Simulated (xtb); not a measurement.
Sn(Me)2(Cl) (C2H6ClSn), SMILES [CH3][Sn+]([CH3])[Cl], charge +1. All values are semi-empirical tight-binding results from xtb (GFN2-xTB unless named), good for trends rather than for accurate numbers. Geometry: GFN2-xTB. The spin state was assumed, not searched. The isomer is the one that the SMILES or the coordinates give; other isomers of the formula were not compared.

The geometry has at least one imaginary mode, so it is a saddle point at that level.

For metal compounds this method's bond lengths and energies can be far off.

Q: Estimate the properties. (Estimate from the structure and the level; the computed values follow.)

A: 
```yaml
orbital_gap: 2.74 eV
```
